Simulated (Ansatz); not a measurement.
Saddle point of BNH5Br, closed shell (BH₂Br ([BH2][Br]) + NH₃ → BNH₄ ([BH2][NH2]) + HBr; bonds formed: Br2–H5; dative contacts that become bonds: B1–N6; bonds broken: B1–Br2, H5–N6), PBE0-D4/def2-TZVP structure:

| atom | x (Å) | y (Å) | z (Å) |
| --- | --- | --- | --- |
| B1 | -0.6365 | -0.5808 | 0.1210 |
| Br2 | -0.1950 | 1.0144 | -2.0954 |
| H3 | -1.6921 | -0.1384 | 0.4369 |
| H4 | -0.4844 | -1.6365 | -0.4007 |
| H5 | 0.5087 | 0.7428 | -0.5948 |
| N6 | 0.5728 | 0.1371 | 0.5806 |
| H7 | 1.4459 | -0.3681 | 0.6414 |
| H8 | 0.4805 | 0.8294 | 1.3111 |

Energies are electronic, without zero-point energy. Barriers and step energies count from the start structure reached by relaxing down the imaginary mode; all methods use the PBE0-D4 structures, on which another method's saddle can fall below an end. Computed with Ansatz 0.2.0 (basis: def2-TZVPP, with def2-QZVPP for the basis limit); correlated methods freeze the cores. Filled d shells of the heavier atoms are correlated. The def2 sets are not built for correlating such inner shells, so the correlated values are less sure here. B3LYP uses VWN-RPA correlation. Extrapolation: Hartree–Fock as exp(−7.88 √X), correlation as X^−2.97.

| method | barrier (kcal/mol) | step energy (kcal/mol) |
| --- | --- | --- |
| SPW92 | 26.34 | 20.30 |
| PBE-D4 | 26.67 | 15.66 |
| BLYP-D4 | 24.63 | 10.55 |
| r2SCAN-D4 | 27.59 | 16.17 |
| B97M-V | 30.58 | 14.26 |
| PBE0-D4 | 29.74 | 17.43 |
| B3LYP-D4 | 27.32 | 12.39 |
| r2SCAN0-D4 | 29.94 | 17.56 |
| BHLYP-D4 | ? | 14.05 |
| CAM-B3LYP-D4 | ? | 13.16 |
| wB97X-V | 31.38 | 15.85 |
| wB97M-V | 30.88 | 15.38 |
| B2PLYP | 29.19 | 13.32 |
| PBE-QIDH | ? | 18.55 |
| RPA on PBE | 31.76 | 14.08 |
| HF | 32.67 | 10.68 |
| MP2 | 31.83 | 17.20 |
| CCSD | 32.79 | 15.03 |
| CCSD(T) | 32.03 | 15.51 |

Q: Fill in the withheld barriers. (Judge from chemistry; the value comes from the calculation.)

A: By the calculation: BHLYP-D4 30.40; PBE-QIDH 32.09; CAM-B3LYP-D4 29.19 kcal/mol. Each is the energy of the saddle less that of the start structure, by the same method.

For comparison, the barrier by CCSD(T) at an estimated basis limit (MP2 extrapolated from triple and quadruple zeta, plus CCSD(T) − MP2 in triple zeta) is 31.31 kcal/mol.

T1 diagnostic: at most 0.010.

The step is the kind of exchange with an N–H group that builds nitride films in atomic layer and chemical vapour deposition.

Labels in which every atom is bracketed show which atoms are joined, not bond orders.

For scale, one of the runs: CCSD(T)/def2-TZVPP, 180 basis functions, launched by `ansatz run in.yaml --threads 4 --pin off --events-out ev --progress --plain --max-ram 9574MiB`. Time: 68 s of wall clock on 4 CPU threads of an AMD EPYC; the host was shared. Peak host memory: 1.8 GiB.
